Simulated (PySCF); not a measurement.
## N²⁺ (nitrogen, charge +2) across methods

[He] 2s1 2p2, high-spin 4P determinant (an excited configuration). Computed with PySCF 2.14 in aug-cc-pVQZ (6s5p4d3f2g, 80 functions), with no relativity, point nucleus.

```
 method  E (hartree)  mean ε 1s β (eV)  mean ε 2s α (eV)  mean ε 2p α (eV)  Σ⟨r²⟩ (bohr²)   ⟨S²⟩
    PBE     -52.6514           -420.17           -50.874           -39.433          4.850  3.750
r2SCANh     -52.7168           -428.49           -53.167           -41.171          4.802  3.750
  B3LYP     -52.7081           -429.18           -53.094           -41.325          4.826  3.750
wB97M-V     -52.7118           -434.06           -55.905           -44.069          4.868  3.750
   PBE0     -52.6679           -430.63           -53.905           -41.930          4.828  3.750
    LDA     -52.2391           -416.89           -50.580           -39.280          4.879  3.750
    UHF    -52.63109           -461.21           -62.583           -49.008          4.797  3.750
 r2SCAN     -52.7170           -424.78           -52.111           -40.272          4.805  3.750
   TPSS     -52.7268           -423.31           -51.352           -39.629          4.828  3.750
```
